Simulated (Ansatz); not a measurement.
Basis-set series for C$_{6}$H$_{4}$N$_{2}$, SMILES `N#Cc1cccnc1`. The species carries charge 0 and has multiplicity 1. Geometry: relaxed with PBE0-D4/def2-TZVP.

```csv
functional,basis,functions,energy (Eh),HOMO (eV),LUMO (eV)
PBE0-D4,def2-SVP,132,-339.88615,-7.99,-1.87
PBE0-D4,def2-TZVPP,304,-340.25688,-8.15,-1.97
ωB97M-V,def2-SVP,132,-340.15380,-10.19,0.25
ωB97M-V,def2-TZVPP,304,-340.53838,-10.23,0.09
```

(1) Give the rows for def2-QZVPP. (Estimate.)

## Answers

(1) Computed: 
```csv
functional,basis,functions,energy (Eh),HOMO (eV),LUMO (eV)
PBE0-D4,def2-QZVPP,576,-340.27409,-8.17,-2.00
ωB97M-V,def2-QZVPP,576,-340.55416,-10.24,0.04
```

Positive LUMOs are unbound and depend on the basis.
